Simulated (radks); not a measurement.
Coulomb parameter of the 4f shell of the terbium ion Tb+ in the model configuration [Xe] 4f8 5d1 6s1, as a second difference U = [E(n + 1) + E(n - 1) - 2 E(n)] / (1)^2 with all orbitals relaxed. "Bare": the charge of the atom changes with n. "Screened": the 5d shell takes up the change at fixed total charge, which measures U(4f,4f) + U(5d,5d) - 2 U(4f,5d). All-electron calculation, Dirac Kohn-Sham, PBE, spin-unpolarised, spherical densities, finite nucleus; open shells are shared between the two j in proportion to 2j + 1; Fermi nuclear charge, rms radius 5.06 fm. Program: a radial shooting solver on a logarithmic mesh with Libxc functionals.

case            configuration  E - E(n) (eV)
start        [Xe] 4f8 5d1 6s1          0.000
bare +1      [Xe] 4f9 5d1 6s1         -8.312
bare -1      [Xe] 4f7 5d1 6s1         23.700
screened +1      [Xe] 4f9 6s1         -4.617
screened -1  [Xe] 4f7 5d2 6s1          9.662

U(bare) = 15.388 eV, U(screened by 5d) = 5.045 eV, against the Slater integral F0(4f,4f) = 30.159 eV with frozen orbitals.
